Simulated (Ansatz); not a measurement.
A nudged elastic band was laid between two geometries of CH$_{7}$ClMgN$_{2}$ (12 atoms, charge 0, multiplicity 1).

Level of theory: RKS revPBE/def2-SVP in Ansatz.

```
movable images  : 7
climbing image  : yes
spring          : 5.0 eV/Å²
optimiser       : quadratic models (default)
start path      : through a guess of the saddle point
force threshold : 0.03 eV/Å
iteration limit : 60
end points      : relaxed
```

Image 0:

```xyz
12
Properties=species:S:1:pos:R:3
Mg 0.206 -0.769 -1.174
N 1.864 -0.088 -1.872
Cl -1.685 -1.988 -1.482
H 0.812 0.489 1.206
N 0.004 -0.090 0.932
C -1.262 0.636 1.223
H 2.550 0.500 -1.385
H 2.238 -0.240 -2.815
H 0.057 -0.924 1.537
H -1.373 0.905 2.295
H -1.297 1.567 0.621
H -2.115 0.001 0.914
```

Image 8:

```xyz
12
Properties=species:S:1:pos:R:3
Mg -0.165 -0.368 -0.936
N 2.021 -0.279 -1.327
Cl -0.941 -1.209 -2.893
H 2.600 0.198 -0.620
N -0.482 0.276 0.860
C -1.713 0.429 1.624
H 2.423 -1.222 -1.438
H 2.206 0.196 -2.224
H 0.315 0.568 1.438
H -1.915 1.481 1.954
H -2.593 0.129 1.010
H -1.757 -0.200 2.551
```

(1) What changes between the two ends?

(2) Give the energies along the band, and the barrier.

(3) What is the geometry of the highest image?

(4) What are the harmonic wavenumbers there?

## Answers

(1) Bonds broken: H4–N5. Bonds formed: N2–H4.

(2) The run converged. The highest image is number 4 of 0 to 8, 0.48 eV above the first end and 0.43 eV above the last; the last end lies 0.05 eV above the first. A vibrational analysis at the climbing image gives one clearly imaginary mode, 1005i cm⁻¹: a first-order saddle point. The orbitals stay closed-shell, which can raise the energy where a bond breaks towards radicals; this wasn't checked here.

```tsv
image	path coordinate (Å)	energy (eV)	H4–N5 (Å)	N2–H4 (Å)
0	0.00	0.00	1.03	3.30
1	0.90	0.03	1.03	2.96
2	1.79	0.10	1.04	2.50
3	2.69	0.15	1.05	2.07
4	3.59	0.48	1.36	1.31
5	4.88	0.20	2.47	1.04
6	6.17	0.15	3.01	1.03
7	7.46	0.08	3.27	1.03
8	8.75	0.05	3.42	1.03
```

(3) 
```xyz
12
Properties=species:S:1:pos:R:3
Mg -0.142 -1.181 -1.129
N 1.516 0.093 -1.182
Cl -1.266 -2.669 -2.379
H 0.916 0.196 -0.022
N -0.117 -0.247 0.747
C -1.088 0.746 1.228
H 2.491 -0.234 -1.135
H 1.545 0.968 -1.725
H 0.238 -0.785 1.550
H -0.674 1.410 2.023
H -1.398 1.411 0.391
H -2.023 0.293 1.633
```

(4) 1005i, 70, 106, 115, 174, 198, 295, 362, 453, 520, 535, 610, 641, 670, 1009, 1069, 1102, 1312, 1405, 1420, 1449, 1474, 1656, 1672, 2910, 2970, 3002, 3414, 3420, 3501 cm⁻¹.

The run took 3.4 min on 2 threads of Intel(R) Xeon(R) Platinum 8375C CPU @ 2.90GHz (Ice Lake), on a shared host, peak memory 0.18 GiB.
